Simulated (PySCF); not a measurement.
# Spin states of SeO

Unrestricted PBE0; Se def2-SVP, O def2-SVP; no relativity (PySCF 2.14). Outer shells of the fragments: Se 3d10 4s2 4p4; O 2s2 2p4.

Followed along the bond (rough minima from three points):

| 2Ms+1 | unpaired | ⟨S²⟩ at the start | R at minimum (Å) | Te (eV) |
| --- | --- | --- | --- | --- |
| 3 | π ↑↑ | 2.01 | 1.64 | 0.00 |
| 1 | π ↑↓ | 1.01 | 1.64 | 0.32 |
| 1 | none | 0.00 | 1.64 | 1.28 |
| 5 | σ ↑, π ↑↑↑ | 6.00 | none in the scan | ≤ 4.85 |

Solutions found at the starting distance of 1.715 Å, counted from the lowest of them; the search is not exhaustive and high or unbound solutions are not listed, so other states can lie among these:

```csv
2Ms+1,unpaired,term,E (eV),⟨S²⟩,⟨Lz²⟩,μ (D)
3,π ↑↑,³Σ⁻,0.00,2.01,0.00,-2.22
1,π ↑↓,mixed,0.31,1.01,2.01,-2.26
1,none,mixed,1.27,0.00,2.00,-2.32
3,π ↑↑,mixed,3.17,2.01,2.01,-1.00
3,"σ ↑, π ↑",³Π,4.55,2.16,1.04,-1.55
3,"σ ↑, π ↑",³Π,4.60,2.01,1.00,-1.46
```

A term symbol is given only where ⟨S²⟩ and ⟨Lz²⟩ are close to those of a pure state; real π, δ and φ orbitals otherwise mix terms. A positive dipole means Se(−)O(+).

Spin–orbit coupling is left out. Counting both spins, an empty level lies below a filled one in some of these solutions, because spin and occupation are held.
